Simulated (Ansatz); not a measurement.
Cost and result for the atomization energy of `C[SiH2]NCO` (14 atoms, 13 bonds).

```xyz
14

C    -0.4761    1.6705    1.3798
Si    0.6414    0.2559    0.8903
N     0.5593   -0.2096   -0.7658
C    -0.4767   -1.0036   -1.3483
O     0.0082   -2.1589   -1.9899
H    -1.5245    1.4265    1.1896
H    -0.2322    2.5763    0.8191
H    -0.3706    1.8920    2.4458
H     0.2672   -0.9375    1.7019
H     2.0561    0.6336    1.1567
H     1.1875    0.2002   -1.4393
H    -1.1892   -1.2656   -0.5525
H    -1.0275   -0.4662   -2.1268
H     0.5772   -2.6135   -1.3608
```

The species carries charge 0 and has multiplicity 1. All single points use the PBE0-D4/def2-TZVP geometry. It is one conformer, not always the lowest. Program: Ansatz. All runs use 4 threads of an Intel Xeon Platinum 8559C on a shared host. Times are those of one run each, without the atoms' runs, and a repeat can differ threefold. Electronic energies, without spin–orbit coupling; frozen cores. CCSD(T)/CBS adds CCSD(T) − MP2 in def2-TZVPP to the MP2 limit, and its time is that of the two runs behind it. T1 = 0.011. B3LYP takes the VWN-RPA correlation (the form of Gaussian; ORCA's B3LYP/G).

CCSD(T)/CBS is a level of theory with its own doubt, some kJ/mol a heavy atom from the limit and from the frozen cores, so smaller differences don't rank the functionals.

```json
{"level": "PBE-D4/def2-TZVPP (with forces)", "functions": "292", "wall time": "2.1 s", "atomization (kJ/mol)": "5147.4", "difference from CCSD(T)/CBS": "66.3", "per bond": "5.1"}
{"level": "PBE0-D4/def2-TZVPP", "functions": "292", "wall time": "2.4 s", "atomization (kJ/mol)": "5067.2", "difference from CCSD(T)/CBS": "-13.9", "per bond": "-1.1"}
{"level": "r2SCAN-D4/def2-TZVPP (with forces)", "functions": "292", "wall time": "3.1 s", "atomization (kJ/mol)": "5068.3", "difference from CCSD(T)/CBS": "-12.8", "per bond": "-1.0"}
{"level": "B3LYP-D4/def2-TZVPP (with forces)", "functions": "292", "wall time": "3.9 s", "atomization (kJ/mol)": "5082.3", "difference from CCSD(T)/CBS": "1.2", "per bond": "0.1"}
{"level": "B2PLYP/def2-TZVPP", "functions": "292", "wall time": "4.4 s", "atomization (kJ/mol)": "5021.9", "difference from CCSD(T)/CBS": "-59.2", "per bond": "-4.6"}
{"level": "ωB97X-V/def2-TZVPP", "functions": "292", "wall time": "5.5 s", "atomization (kJ/mol)": "5095.6", "difference from CCSD(T)/CBS": "14.5", "per bond": "1.1"}
{"level": "ωB97M-V/def2-TZVPP (with forces)", "functions": "292", "wall time": "7.5 s", "atomization (kJ/mol)": "5094.2", "difference from CCSD(T)/CBS": "13.1", "per bond": "1.0"}
{"level": "MP2/def2-QZVPP", "functions": "568", "wall time": "20 s", "atomization (kJ/mol)": "5074.0", "difference from CCSD(T)/CBS": "-7.1", "per bond": "-0.5"}
{"level": "CCSD(T)/def2-TZVPP", "functions": "292", "wall time": "2.1 min", "atomization (kJ/mol)": "4944.6", "difference from CCSD(T)/CBS": "-136.5", "per bond": "-10.5"}
{"level": "CCSD(T)/CBS(def2)", "functions": "–", "wall time": "2.5 min", "atomization (kJ/mol)": "5081.1", "difference from CCSD(T)/CBS": "0.0", "per bond": "0.0"}
```

The D4 term adds +40.5 kJ/mol with B3LYP and +21.5 kJ/mol with PBE0; it sums over pairs of atoms, weighted by their polarisabilities, and B3LYP, whose exchange is more repulsive, gets the larger term. From PBE to PBE0 (25 % exact exchange), in def2-TZVPP and without D4, the atomization energy moves by −76.3 kJ/mol: exact exchange takes away binding that semilocal exchange gives to molecules. In def2-TZVPP, CCSD(T) changes the Hartree–Fock value by +1282.2 kJ/mol (the triples alone add +65.0 kJ/mol) and MP2 by +1330.4 kJ/mol; breaking electron pairs costs correlation energy, which Hartree–Fock lacks.
